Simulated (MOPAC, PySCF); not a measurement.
H9GaSi3, SMILES `[SiH3][Ga]([SiH3])[SiH3]`, neutral singlet in the gas phase. 

Cartesian coordinates (Å):
```xyz
13

Si     2.0137    -1.2797     0.0849
Ga    -0.0160     0.0355    -0.0152
Si    -2.1315    -1.1361     0.0565
Si     0.1057     2.4460    -0.1584
H      2.0764    -1.9803     1.4005
H      2.0108    -2.3255    -0.9776
H      3.2587    -0.4766    -0.0628
H     -3.2719    -0.3240    -0.4503
H     -2.0908    -2.4108    -0.7132
H     -2.4189    -1.4806     1.4801
H      0.5036     2.8102    -1.5500
H      1.1432     2.9930     0.7605
H     -1.1842     3.1279     0.1379
```
Charge 0, spin multiplicity 1.

All levels are single points at this geometry (PBE0-D3(BJ)/def2-TZVP); Pople sets use spherical d functions. Orbital energies aren't observables, and empty levels follow the basis.

PM6 in MOPAC gives HOMO (eV) = -9.20.

Question: Estimate the HOMO (eV) from each of these levels: B3LYP-D3(BJ)/def2-TZVP in PySCF; M06-2X/def2-TZVP in PySCF; PBE-D3(BJ)/def2-TZVP in PySCF; B3LYP/3-21G in PySCF; M06-2X/6-31G* in PySCF; PBE/6-31G* in PySCF; SVWN5/6-31G* in PySCF; HF/3-21G in PySCF; HF/6-31G* in PySCF; HF/STO-3G in PySCF; AM1 in MOPAC; PM3 in MOPAC.

Answer: 
| level | HOMO (eV) |
|---|---|
| B3LYP-D3(BJ)/def2-TZVP in PySCF | -7.07 |
| M06-2X/def2-TZVP in PySCF | -8.11 |
| PBE-D3(BJ)/def2-TZVP in PySCF | -6.28 |
| B3LYP/3-21G in PySCF | -7.09 |
| M06-2X/6-31G* in PySCF | -8.09 |
| PBE/6-31G* in PySCF | -6.18 |
| SVWN5/6-31G* in PySCF | -6.24 |
| HF/3-21G in PySCF | -9.60 |
| HF/6-31G* in PySCF | -9.49 |
| HF/STO-3G in PySCF | -5.77 |
| AM1 in MOPAC | -9.03 |
| PM3 in MOPAC | -8.33 |
